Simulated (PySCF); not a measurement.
**I⁴⁸⁺: fine-structure interval**

I⁴⁸⁺ [He] 2s2 2p1 [2p1/2^1, M_J = 1/2] → I⁴⁸⁺ [He] 2s2 2p1 [2p3/2^1, M_J = 3/2], as a difference of total energies. Calculation: PySCF 2.14, in an even-tempered Gaussian basis (17 s from 27 bohr⁻², ratio 2.4; 12 p from 36 bohr⁻², ratio 2.4; 5 d from 120 bohr⁻², ratio 2.6; 4 f from 170 bohr⁻², ratio 2.6); the two-component X2C-1e Hamiltonian. Correlated levels: nothing frozen; the 32 highest virtual spinors dropped. "Screened" scales the spin-orbit matrix elements by Boettger's factors to mimic the two-electron term; Breit and QED terms are absent.

| method | fine-structure interval (cm⁻¹) |
| --- | --- |
| GHF (screened spin-orbit) | 2711100 |
| GMP2 (screened spin-orbit) | 2701300 |
| GHF (bare spin-orbit) | 2822900 |
